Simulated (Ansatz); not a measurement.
Cost and result for the atomization energy of `N[SiH](Cl)[GeH2][F]` (10 atoms, 9 bonds).

Cartesian coordinates in Å:
```
N 0.429 1.082 1.396
Si 0.009 0.858 -0.232
Cl -1.868 1.575 -0.776
Ge -0.150 -1.467 -0.733
F 1.413 -2.200 -0.442
H -0.005 0.557 2.137
H 0.797 1.961 1.725
H 0.983 1.602 -1.061
H -1.130 -2.210 0.194
H -0.477 -1.757 -2.207
```

The species carries charge 0 and has multiplicity 1. Correlated methods include outer-core shells of Ge, which these sets cover unevenly. Scalar relativity is left out up to krypton. The structure was optimised at the PBE0-D4/def2-TZVP level. It is one conformer, not always the lowest. Program: Ansatz. All runs use 4 threads of an INTEL XEON PLATINUM 8581C on a shared host. Times are those of one run each, without the atoms' runs, and a repeat can differ threefold. Electronic energies, without spin–orbit coupling; frozen cores. CCSD(T)/CBS adds CCSD(T) − MP2 in def2-TZVPP to the MP2 limit, and its time is that of the two runs behind it. T1 = 0.011. With those shells the extrapolation isn't a true limit. B3LYP takes the VWN-RPA correlation (the form of Gaussian; ORCA's B3LYP/G).

CCSD(T)/CBS is a level of theory with its own doubt, some kJ/mol a heavy atom from the limit and from the frozen cores, so smaller differences don't rank the functionals.

| level | functions | wall time | atomization (kcal/mol) | difference from CCSD(T)/CBS | per bond |
| --- | --- | --- | --- | --- | --- |
| PBE-D4/def2-TZVPP (with forces) | 264 | 2.1 s | 767.9 | 2.7 | 0.3 |
| PBE0-D4/def2-TZVPP | 264 | 3.1 s | 754.9 | -10.3 | -1.1 |
| r2SCAN-D4/def2-TZVPP (with forces) | 264 | 3.5 s | 762.1 | -3.1 | -0.3 |
| B3LYP-D4/def2-TZVPP (with forces) | 264 | 4.6 s | 758.3 | -6.9 | -0.8 |
| B2PLYP/def2-TZVPP | 264 | 4.9 s | 750.4 | -14.8 | -1.6 |
| ωB97X-V/def2-TZVPP | 264 | 6.5 s | 769.1 | 3.9 | 0.4 |
| ωB97M-V/def2-TZVPP (with forces) | 264 | 9 s | 762.6 | -2.6 | -0.3 |
| MP2/def2-QZVPP | 493 | 21 s | 766.7 | 1.5 | 0.2 |
| CCSD(T)/def2-TZVPP | 264 | 2.4 min | 741.6 | -23.6 | -2.6 |
| CCSD(T)/CBS(def2) | – | 2.8 min | 765.2 | 0.0 | 0.0 |

The D4 term adds +9.6 kcal/mol with B3LYP and +5.1 kcal/mol with PBE0; it sums over pairs of atoms, weighted by their polarisabilities, and B3LYP, whose exchange is more repulsive, gets the larger term. In def2-TZVPP, CCSD(T) changes the Hartree–Fock value by +201.7 kcal/mol (the triples alone add +11.7 kcal/mol) and MP2 by +212.6 kcal/mol; breaking electron pairs costs correlation energy, which Hartree–Fock lacks. From PBE to PBE0 (25 % exact exchange), in def2-TZVPP and without D4, the atomization energy moves by −12.1 kcal/mol: exact exchange takes away binding that semilocal exchange gives to molecules.
